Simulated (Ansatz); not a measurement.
Program: Ansatz. Geometries: PBE0-D4/def2-TZVP. ΔE: electronic, gas phase. CCSD(T)/CBS adds triple-zeta CCSD(T) − MP2 to the extrapolated MP2 energy (def2 sets, frozen cores). DFT in def2-TZVPP. For Br outer-core shells are correlated without core-valence functions, which leaves a few kJ/mol of doubt a bond. Scalar relativity is left out up to krypton.

2 `FBBr` → `F[B@H-]1[Br+][B@H-](F)[Br+]1`  (dimerisation)

`FBBr`:

Cartesian coordinates in Å:
```
F -0.011 1.348 0.266
B 0.021 0.102 -0.134
Br -0.185 -1.287 1.153
H 0.175 -0.163 -1.284
```

`F[B@H-]1[Br+][B@H-](F)[Br+]1`:

Cartesian coordinates in Å:
```
F 1.326 -1.964 -0.113
B 1.044 -0.848 0.542
Br 1.090 0.824 -0.807
B -1.043 0.844 -0.545
F -1.422 1.984 0.011
Br -1.069 -0.732 0.916
H 1.615 -0.539 1.537
H -1.541 0.431 -1.542
```

| level | ΔE (kJ/mol) |
| --- | --- |
| BLYP-D4 | 21.9 |
| ωB97X-V | 20.5 |
| PBE0 | 13.7 |
| RPA@PBE/def2-TZVPP | 23.4 |

Task: What does CCSD(T)/CBS give? (Estimate.)

Result: Ansatz gave: +18.7 kJ/mol. The listed levels differ from it by 3.2, 1.8, -5.0, 4.7 kJ/mol.

Largest T1 diagnostic among the species: 0.011.

From r2SCAN to r2SCAN0 (25 % exact exchange), in def2-TZVPP and without D4, ΔE moves by +4.0 kJ/mol. Leaving LDA and LC-ωPBE aside and taking each functional with its dispersion term where it has one, the values, not all of them listed here, spread over 42.1 kJ/mol, from PBE-D4 to B2PLYP. LDA lies −48.0 kJ/mol from PBE without D4.
